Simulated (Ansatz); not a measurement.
Method: PBE0-D3(BJ)/def2-SVP (Ansatz, an electronic-structure program). No frequencies were computed at this level.

Ansatz 0.2 input:
```yaml
crystal:
  periodic: [false, false, false]
  atoms:
    - { symbol: B, position_ang: [-2.109597, -0.892599, -0.066435] }
    - { symbol: C, position_ang: [-0.62767, -0.577016, -0.066471] }
    - { symbol: S, position_ang: [0.594691, -1.812383, -0.291155] }
    - { symbol: C, position_ang: [1.868479, -0.684031, -0.162588] }
    - { symbol: C, position_ang: [1.417709, 0.584478, 0.042405] }
    - { symbol: C, position_ang: [0.007263, 0.647562, 0.097064] }
    - { symbol: O, position_ang: [-0.685326, 1.790716, 0.290973] }
    - { symbol: H, position_ang: [-2.873652, -0.023384, 0.088446] }
    - { symbol: H, position_ang: [-2.465394, -1.995532, -0.220584] }
    - { symbol: H, position_ang: [2.886458, -1.011176, -0.244416] }
    - { symbol: H, position_ang: [2.0599, 1.442819, 0.150671] }
    - { symbol: H, position_ang: [-0.072861, 2.530546, 0.382092] }
basis:
  gaussian: { orbitals: def2-svp }
hamiltonian:
  xc: pbe0
  dispersion: d3bj
relax:
  max_steps: 150
```

Output:

```
Functional definition: PBE0
1427 factors; integrals over basis functions are off by at most 4.4e-4 eV
mean field evaluation 1: about -17758.4338 eV, gradient 5.8e1 eV
mean field evaluation 2: about -17750.9134 eV, gradient 7.9e1 eV
mean field evaluation 4: about -17766.8097 eV, gradient 6.6e0 eV
mean field evaluation 8: about -17766.9794 eV, gradient 1.2e-1 eV
mean field evaluation 16: about -17766.9794 eV, gradient 3.4e-5 eV
mean field -17766.97941075 eV, -652.9244504541 hartree, gradient 3.4e-5 eV, S^2 0.000000; 0 other end points of the search recorded, 0 dependent functions left out
reference -17766.97943765 eV, -652.9244514425 hartree; 29, 29 occupied and 98, 98 virtual orbitals, 1427 factors
relax step   1: F+E_penalty+E_count = -17767.27289079 eV  Δ(F+E_penalty+E_count) = +0.000e0 eV  max|allowed force component| = 1.128e0 eV/Å  Δτ_max = 0.0000 Å  (29 SCF iters, accepted)
these checks for a lower state are left out or cut short: starts, cluster_reference, orbital_swaps, neighbouring_geometries, increment
1427 factors; integrals over basis functions are off by at most 4.4e-4 eV
mean field -17767.03830264 eV, -652.9266146910 hartree, gradient 8.7e-6 eV, S^2 0.000000; 0 other end points of the search recorded, 0 dependent functions left out
reference -17767.03832976 eV, -652.9266156876 hartree; 29, 29 occupied and 98, 98 virtual orbitals, 1427 factors
relax step   2: F+E_penalty+E_count = -17767.33154732 eV  Δ(F+E_penalty+E_count) = -5.866e-2 eV  max|allowed force component| = 4.140e-1 eV/Å  Δτ_max = 0.0306 Å  (34 SCF iters, accepted)
these checks for a lower state are left out or cut short: starts, cluster_reference, orbital_swaps, neighbouring_geometries, increment
1427 factors; integrals over basis functions are off by at most 4.4e-4 eV
mean field evaluation 32: about -17767.0454 eV, gradient 1.1e-5 eV
mean field -17767.04543749 eV, -652.9268768918 hartree, gradient 1.1e-5 eV, S^2 0.000000; 0 other end points of the search recorded, 0 dependent functions left out
reference -17767.04546470 eV, -652.9268778919 hartree; 29, 29 occupied and 98, 98 virtual orbitals, 1427 factors
relax step   3: F+E_penalty+E_count = -17767.33868185 eV  Δ(F+E_penalty+E_count) = -7.135e-3 eV  max|allowed force component| = 8.745e-2 eV/Å  Δτ_max = 0.0128 Å  (33 SCF iters, accepted)
these checks for a lower state are left out or cut short: starts, cluster_reference, orbital_swaps, neighbouring_geometries, increment
1427 factors; integrals over basis functions are off by at most 4.5e-4 eV
mean field -17767.04574155 eV, -652.9268880659 hartree, gradient 1.2e-5 eV, S^2 0.000000; 0 other end points of the search recorded, 0 dependent functions left out
reference -17767.04576878 eV, -652.9268890665 hartree; 29, 29 occupied and 98, 98 virtual orbitals, 1427 factors
relax step   4: F+E_penalty+E_count = -17767.33900221 eV  Δ(F+E_penalty+E_count) = -3.204e-4 eV  max|allowed force component| = 3.394e-2 eV/Å  Δτ_max = 0.0031 Å  (26 SCF iters, accepted)
these checks for a lower state are left out or cut short: starts, cluster_reference, orbital_swaps, neighbouring_geometries, increment
1427 factors; integrals over basis functions are off by at most 4.5e-4 eV
mean field -17767.04578403 eV, -652.9268896270 hartree, gradient 1.5e-5 eV, S^2 0.000000; 0 other end points of the search recorded, 0 dependent functions left out
reference -17767.04581126 eV, -652.9268906277 hartree; 29, 29 occupied and 98, 98 virtual orbitals, 1427 factors
relax step   5: F+E_penalty+E_count = -17767.33905782 eV  Δ(F+E_penalty+E_count) = -5.562e-5 eV  max|allowed force component| = 1.004e-2 eV/Å  Δτ_max = 0.0024 Å  (26 SCF iters, accepted)
these checks for a lower state are left out or cut short: starts, cluster_reference, orbital_swaps, neighbouring_geometries, increment
1427 factors; integrals over basis functions are off by at most 4.5e-4 eV
mean field -17767.04580576 eV, -652.9268904254 hartree, gradient 5.3e-5 eV, S^2 0.000000; 0 other end points of the search recorded, 0 dependent functions left out
reference -17767.04583299 eV, -652.9268914261 hartree; 29, 29 occupied and 98, 98 virtual orbitals, 1427 factors
relax step   6: F+E_penalty+E_count = -17767.33907159 eV  Δ(F+E_penalty+E_count) = -1.377e-5 eV  max|allowed force component| = 4.314e-3 eV/Å  Δτ_max = 0.0012 Å  (21 SCF iters, accepted)
1427 factors; integrals over basis functions are off by at most 4.5e-4 eV
mean field evaluation 64: about -17767.0458 eV, gradient 6.4e-4 eV
mean field -17767.04580576 eV, -652.9268904254 hartree, gradient 5.3e-5 eV, S^2 0.000000; 1 other end points of the search recorded, 0 dependent functions left out
reference -17767.04583299 eV, -652.9268914261 hartree; 29, 29 occupied and 98, 98 virtual orbitals, 1427 factors
Total energy: -17767.33909882 eV, -652.9376687467 hartree
Atom 0 at    -2.103031    -0.895321    -0.067046 Å, force    -0.000626    -0.000022     0.000069 eV/Å
Atom 1 at    -0.627655    -0.570616    -0.065556 Å, force     0.002143    -0.004314    -0.000672 eV/Å
Atom 2 at     0.583244    -1.802957    -0.289354 Å, force     0.000312    -0.000455    -0.000167 eV/Å
Atom 3 at     1.864787    -0.693810    -0.163899 Å, force    -0.001090    -0.000844    -0.000260 eV/Å
Atom 4 at     1.427849     0.594303     0.043488 Å, force     0.000633    -0.000954    -0.000124 eV/Å
Atom 5 at     0.010874     0.665315     0.099544 Å, force    -0.001302     0.001575     0.000336 eV/Å
Atom 6 at    -0.685104     1.790445     0.290763 Å, force     0.000228     0.003762     0.000548 eV/Å
Atom 7 at    -2.912433    -0.013780     0.091262 Å, force     0.000054     0.000561     0.000043 eV/Å
Atom 8 at    -2.473211    -2.036003    -0.226465 Å, force     0.000238    -0.000178    -0.000026 eV/Å
Atom 9 at     2.900539    -1.023768    -0.246688 Å, force     0.000193    -0.000079     0.000139 eV/Å
Atom 10 at     2.093720     1.453005     0.151087 Å, force    -0.000252     0.000720     0.000063 eV/Å
Atom 11 at    -0.079579     2.533189     0.382867 Å, force    -0.000529     0.000227     0.000052 eV/Å
Dipole moment:     0.698375     0.429539     0.042103 e Å
```

Cost: very roughly 60 core-seconds.
